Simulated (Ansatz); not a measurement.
Input for Ansatz (a quantum-chemistry and plane-wave program): R-CCSD(T)/cc-pV(T+d)Z on CH7PSi (SMILES C[SiH2]P), a point of a torsion scan. Files ending in .json are basis or fitting sets from the Basis Set Exchange.

Ansatz 0.2 input:
```yaml
crystal:
  periodic: [false, false, false]
  atoms:
    - {symbol: C, position_ang: [-1.17265065, 0.65933451, -0.07364530]}
    - {symbol: Si, position_ang: [-0.09819739, -0.90297879, 0.10959392]}
    - {symbol: P, position_ang: [2.10283689, -0.44968677, 0.15306623]}
    - {symbol: H, position_ang: [-2.22857185, 0.40788607, -0.09261575]}
    - {symbol: H, position_ang: [-1.01201853, 1.35067837, 0.74999790]}
    - {symbol: H, position_ang: [-0.94199887, 1.18752604, -0.99558717]}
    - {symbol: H, position_ang: [-0.42225025, -1.59653148, 1.36090465]}
    - {symbol: H, position_ang: [-0.31489726, -1.79504590, -1.03454460]}
    - {symbol: H, position_ang: [2.02630838, 0.67723108, -0.64423094]}
    - {symbol: H, position_ang: [2.05248522, 0.30583159, 1.31023761]}
basis:
  gaussian:
    orbitals: cc-pV_T+d_Z.json
magnetization: {spin_polarized: false}
correlation: {method: ccsd_t, electrons: outside_noble_gas}
scf: {lower_state_search: off}
```

The head of its log:

```
WARN ansatz: RAYON_NUM_THREADS=1 ignored (pool sized by the plan → 1); use --threads N
Functional definition: HF
these checks for a lower state are left out or cut short: stability, starts, cluster_reference, orbital_swaps, neighbouring_geometries, increment
integrals: 0.89 GiB planned
1165 factors; integrals over basis functions are off by at most 1.0e-3 eV
mean field: 0.58 GiB planned
mean field evaluation 1: about -18274.6023 eV, gradient 2.6e1 eV
mean field evaluation 2: about -18274.8215 eV, gradient 2.6e1 eV
mean field evaluation 4: about -18277.0390 eV, gradient 3.0e0 eV
mean field evaluation 8: about -18277.0870 eV, gradient 1.7e-1 eV
mean field -18277.08715418 eV, -671.6705642615 hartree, gradient 5.0e-6 eV, S^2 0.000000; 0 other end points of the search recorded, 0 dependent functions left out
11 core orbitals not correlated
reference -18277.08715418 eV, -671.6705642615 hartree; 10, 10 occupied and 185, 185 virtual orbitals, 1165 factors
```

Question: Predict the final total energy.

Answer: -672.2141 hartree (reference determinant -671.6706, T1 diagnostic 0.012).
